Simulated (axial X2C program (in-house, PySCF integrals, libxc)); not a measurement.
**How the levels of NPmO⁻ (f(δφ)2 s1 f(π)0 orbitals) move with the bond length**

Computed with an in-house all-electron X2C program for linear molecules (integrals from PySCF): two-component X2C with atomic mean-field Coulomb and Gaunt terms, basis N dyall-v2z, Pm dyall-v2z, O dyall-v2z (cores contracted in-house). Orbitals come from Hartree–Fock averaged over the configuration Pm f(δφ)2 s1 f(π)0; CI then distributes these electrons over the f(δφ), s, f(π) shells of Pm.

At N–Pm–O held linear, bonds 1.698 and 1.720 Å (the second held):

```tsv
Ω	energy (cm⁻¹)	g∥	configuration
7/2	0	4.11	100% f(δφ)2 s1
9/2	177	8.12	100% f(δφ)2 s1
11/2	3390	12.04	100% f(δφ)2 s1
9/2	3412	8.04	100% f(δφ)2 s1
1/2	5240	2.01	100% f(δφ)2 s1
13/2	6084	15.98	100% f(δφ)2 s1
11/2	6293	11.98	100% f(δφ)2 s1
3/2	7184	5.48	100% f(δφ)2 s1
1/2	7340	1.46	100% f(δφ)2 s1
1/2	13342	2.01	99% f(δφ)2 s1
3/2	13635	4.35	100% f(δφ)2 s1
1/2	13713	0.50	100% f(δφ)2 s1
5/2	13887	7.92	100% f(δφ)2 s1
3/2	14102	3.94	100% f(δφ)2 s1
```

g∥ is the magnitude of 2⟨Lz + ge Sz⟩ for the +Ω component. The lowest 14 levels at most are listed.

At N–Pm–O held linear, bonds 1.766 and 1.720 Å (the second held):

| Ω | energy (cm⁻¹) | g∥ | configuration |
| --- | --- | --- | --- |
| 7/2 | 0 | 4.15 | 100% f(δφ)2 s1 |
| 9/2 | 178 | 8.16 | 100% f(δφ)2 s1 |
| 11/2 | 3730 | 12.06 | 100% f(δφ)2 s1 |
| 9/2 | 3754 | 8.06 | 100% f(δφ)2 s1 |
| 1/2 | 4952 | 2.01 | 100% f(δφ)2 s1 |
| 13/2 | 6616 | 15.97 | 100% f(δφ)2 s1 |
| 11/2 | 6833 | 11.97 | 100% f(δφ)2 s1 |
| 3/2 | 7069 | 5.33 | 100% f(δφ)2 s1 |
| 1/2 | 7215 | 1.31 | 100% f(δφ)2 s1 |
| 5/2 | 13597 | 7.89 | 99% f(δφ)2 s1 |
| 3/2 | 13670 | 4.24 | 99% f(δφ)2 s1 |
| 1/2 | 13740 | 1.13 | 99% f(δφ)2 s1 |
| 3/2 | 13876 | 4.11 | 99% f(δφ)2 s1 |
| 1/2 | 13884 | 1.45 | 99% f(δφ)2 s1 |

The lowest level lies 267 cm⁻¹ above the lowest at the first distance.

**Question.** How does the gap from the lowest to the fifth level change between the two distances?

**Answer.** From 5240 to 4952 cm⁻¹, a factor of 0.95.

There is no dynamic correlation: spin–orbit spacings and, for f shells, spacings inside one term are the most reliable numbers, splittings between terms come out too wide, and energies between configurations are not reliable, so the lowest level need not be the ground state of the molecule. At most 6 roots were kept for each Ω > 0 (twice that for Ω = 0) within 3.5 eV of the lowest, so higher up levels can be missing between those listed; levels with Ω > 0 are doubly degenerate and listed once, Ω = 0 levels singly. Some active spinors are only partly of the character that their shell is named for, so the shell names and counts are nominal. States that fill the shells left empty in the average are placed too high. For an anion, levels above electron detachment are held by the basis set. The molecule was held linear; bending was not examined.
